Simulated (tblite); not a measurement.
Compound: C3H11Si3 (doublet state).
Atom-mapped SMILES: `[SiH3:1]/[CH:2]=[C:3]\[SiH2:4][CH2:5][SiH3:6]` (hydrogens: H7, H8, H9 on Si1; H10 on C2; H11, H12 on Si4; H13, H14 on C5; H15, H16, H17 on Si6)
Bond orders are those of one Lewis drawing.

Computed with GFN2-xTB (tblite), gas phase: L-BFGS steps from a force-field or distance-geometry start until the largest atomic force falls under 0.01 eV/Å.

At the end of the run (lengths in Å): Si1–C2 1.916, C5–Si6 1.894, Si4–C5 1.905, Si6–H15 1.465, Si4–H12 1.479, C5–H13 1.091, C2=C3 1.289, C2–C3–Si4 151.3°, Si1–C2–C3 126.2°, C3–Si4–C5 107.1°, Si4–C5–Si6 115.7°, Si1–C2–C3–Si4 1°, C2–C3–Si4–C5 101°, C3–Si4–C5–Si6 52°, H10–C2–C3–Si4 -179°, H11–Si4–C3–C2 -140°.

Problem. These geometries were met on the way; a selection of coordinates is given. Order them by energy above the end point, lowest first.
A. Si1–C2 1.884, C5–Si6 1.892, Si4–C5 1.901, Si6–H15 1.457, Si4–H12 1.452, C5–H13 1.096, C2=C3 1.296, C2–C3–Si4 130.2°, Si1–C2–C3 122.6°, C3–Si4–C5 108.3°, Si4–C5–Si6 116.8°, Si1–C2–C3–Si4 -178°, C2–C3–Si4–C5 -68°, C3–Si4–C5–Si6 65°, H10–C2–C3–Si4 4°, H11–Si4–C3–C2 47°
B. Si1–C2 1.873, C5–Si6 1.853, Si4–C5 1.871, Si6–H15 1.492, Si4–H12 1.501, C5–H13 1.116, C2=C3 1.312, C2–C3–Si4 120.7°, Si1–C2–C3 117.0°, C3–Si4–C5 113.5°, Si4–C5–Si6 112.6°, Si1–C2–C3–Si4 180°, C2–C3–Si4–C5 -70°, C3–Si4–C5–Si6 70°, H10–C2–C3–Si4 1°, H11–Si4–C3–C2 53°
C. Si1–C2 1.924, C5–Si6 1.894, Si4–C5 1.910, Si6–H15 1.464, Si4–H12 1.485, C5–H13 1.089, C2=C3 1.290, C2–C3–Si4 162.0°, Si1–C2–C3 126.5°, C3–Si4–C5 104.0°, Si4–C5–Si6 115.6°, Si1–C2–C3–Si4 10°, C2–C3–Si4–C5 113°, C3–Si4–C5–Si6 24°, H10–C2–C3–Si4 -171°, H11–Si4–C3–C2 -130°
D. Si1–C2 1.904, C5–Si6 1.896, Si4–C5 1.911, Si6–H15 1.463, Si4–H12 1.483, C5–H13 1.088, C2=C3 1.290, C2–C3–Si4 168.1°, Si1–C2–C3 123.1°, C3–Si4–C5 105.5°, Si4–C5–Si6 116.8°, Si1–C2–C3–Si4 154°, C2–C3–Si4–C5 -33°, C3–Si4–C5–Si6 42°, H10–C2–C3–Si4 -26°, H11–Si4–C3–C2 88°
E. Si1–C2 1.891, C5–Si6 1.898, Si4–C5 1.907, Si6–H15 1.463, Si4–H12 1.473, C5–H13 1.087, C2=C3 1.295, C2–C3–Si4 142.4°, Si1–C2–C3 129.0°, C3–Si4–C5 106.0°, Si4–C5–Si6 115.5°, Si1–C2–C3–Si4 -179°, C2–C3–Si4–C5 -66°, C3–Si4–C5–Si6 61°, H10–C2–C3–Si4 0°, H11–Si4–C3–C2 53°

Solution. C (0.071 eV), D (0.128 eV), E (0.211 eV), A (0.343 eV), B (0.599 eV).

```json
{"step": "60", "E above end (eV)": "0.071", "rms distance from the end, all atoms (Å)": "0.584", "largest force (eV/Å)": "0.219", "rms shift of all bonds from the end (Å)": "0.004"}
{"step": "52", "E above end (eV)": "0.128", "rms distance from the end, all atoms (Å)": "0.741", "largest force (eV/Å)": "0.169", "rms shift of all bonds from the end (Å)": "0.005"}
{"step": "15", "E above end (eV)": "0.211", "rms distance from the end, all atoms (Å)": "0.994", "largest force (eV/Å)": "0.151", "rms shift of all bonds from the end (Å)": "0.008"}
{"step": "4", "E above end (eV)": "0.343", "rms distance from the end, all atoms (Å)": "1.023", "largest force (eV/Å)": "0.468", "rms shift of all bonds from the end (Å)": "0.012"}
{"step": "0", "E above end (eV)": "0.599", "rms distance from the end, all atoms (Å)": "1.027", "largest force (eV/Å)": "1.836", "rms shift of all bonds from the end (Å)": "0.023"}
```

Rows stand in the order of the answer.
